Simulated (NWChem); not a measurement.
C4H3FS; SMILES Fc1ccsc1

```xyz
9

F     -0.2575    -2.3164     0.0000
C     -0.0658    -1.0038     0.0000
C      1.2340    -0.4300     0.0000
C      1.1689     0.9371     0.0000
S     -0.4510     1.5052     0.0000
C     -1.0845    -0.0906     0.0000
H      2.1539    -1.0148     0.0000
H      1.9957     1.6461     0.0000
H     -2.1545    -0.2871     0.0000
```
Atoms are numbered in this order, from 1.

Results from NWChem. The geometry was optimised at PBE0/def2-SVP. GIAO values for the isolated, static molecule; σ is the absolute isotropic shielding.

Question: What does the run give for B3LYP/def2-SVP? Quantities: σ F1 (ppm); σ C2 (ppm); σ C3 (ppm); σ S5 (ppm); σ C6 (ppm); σ H7 (ppm); σ H8 (ppm).

Answer: 
```json
{
 "σ F1 (ppm)": "326.4",
 "σ C2 (ppm)": "33.9",
 "σ C3 (ppm)": "77.0",
 "σ S5 (ppm)": "376.0",
 "σ C6 (ppm)": "84.7",
 "σ H7 (ppm)": "24.95",
 "σ H8 (ppm)": "24.80"
}
```
